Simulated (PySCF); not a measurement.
PySCF input for Se(Et)(GeH3) (C2H8GeSe), SMILES CC[Se][GeH3], C-PCM-B3LYP/def2-SVP. Coordinates come from a PBE0-D3(BJ)/def2-SVP optimisation. This is a generated structure with no PubChem entry under its InChIKey; it may be hypothetical. The values are those of a single conformer.

```python
import numpy as np
from pyscf import gto, scf, dft
from pyscf.solvent import pcm

mol = gto.M(
    atom='''
    Se    0.51390217    0.46162384    0.82332391
    C     1.80874575   -0.63097030   -0.17998781
    C     2.04047441   -0.18290273   -1.60741894
    H     1.47667807   -1.67840895   -0.12517146
    H     2.72918199   -0.55190073    0.41794124
    H     2.36416894    0.86748668   -1.64842485
    H     1.12790454   -0.27368913   -2.21650411
    H     2.81919313   -0.80243689   -2.08216973
    Ge   -1.42299068   -0.22630756   -0.31241530
    H    -1.42334315   -1.76444670   -0.41551326
    H    -2.61217351    0.26270319    0.52909348
    H    -1.51390301    0.37056202   -1.73053400
    ''',
    basis='def2-SVP',
    charge=0,
    spin=0,
    max_memory=1600,
    verbose=3,
)
mf = dft.RKS(mol, xc='b3lyp').density_fit(auxbasis='def2-universal-jkfit')
mf.grids.level = 3
mf.conv_tol = 1e-9
mf.max_cycle = 100
mf.kernel()
res = {}
for name, eps in {'water': 78.355, 'acetonitrile': 35.688, 'dichloromethane': 8.93}.items():
    s = mf.PCM()
    s.with_solvent.method, s.with_solvent.eps, s.with_solvent.lebedev_order = 'C-PCM', eps, 17
    s.kernel(mf.make_rdm1())
    res[name] = (s.e_tot, eps, s.dip_moment(), s.mo_energy, s.converged)
    print(f'{name}: electrostatic solvation free energy {(s.e_tot - mf.e_tot) * 627.509474:.3f} kcal/mol')
```

Output:

```
converged SCF energy = -4559.06669303397

WARN: PCM is an experimental feature. It is still in testing.
Features and APIs may be changed in the future.

converged SCF energy = -4559.06976275203
Dipole moment(X, Y, Z, Debye):  0.55862, -1.23677, -1.39042
water: electrostatic solvation free energy -1.926 kcal/mol

WARN: PCM is an experimental feature. It is still in testing.
Features and APIs may be changed in the future.

converged SCF energy = -4559.06970722795
Dipole moment(X, Y, Z, Debye):  0.55708, -1.22803, -1.38184
acetonitrile: electrostatic solvation free energy -1.891 kcal/mol

WARN: PCM is an experimental feature. It is still in testing.
Features and APIs may be changed in the future.

converged SCF energy = -4559.06940751001
Dipole moment(X, Y, Z, Debye):  0.54877, -1.18194, -1.33642
dichloromethane: electrostatic solvation free energy -1.703 kcal/mol
```

The calculation finished and met its thresholds.

Cost: roughly 90 core-seconds.
